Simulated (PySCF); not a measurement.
## Ionisation energy of Er+ by level of theory

Er+ [Xe] 4f12 6s1 (high-spin determinant) → Er(2+) [Xe] 4f12 (high-spin determinant), as a difference of total energies. Computed with PySCF 2.14 in cc-pVDZ-X2C (8s7p5d3f1g, 84 functions), with scalar relativity by spin-free X2C-1e. Correlated levels: valence: [Kr] 4d10 frozen. The calculations carry no spin-orbit coupling.

```tsv
method	ionisation energy (eV)
UHF	11.038
MP2 (valence)	11.799
SCS-MP2 (valence)	11.646
CCSD (valence)	11.657
CCSD(T) (valence)	11.744
```

How much does correlation contribute at CCSD(T) (valence)?

11.744 − (11.038) = 0.706 eV, measured against UHF.

Errors of the correlated levels include the incompleteness of this basis and the frozen core.

The determinant of Er+ and of Er(2+) mixes LS terms, which raises its energy above the lowest term, most at the Hartree-Fock and MP2 levels.

For comparison: 11.916 ± 0.02 eV (semi-empirical (NIST evaluation); NIST Atomic Spectra Database, ionization energies).
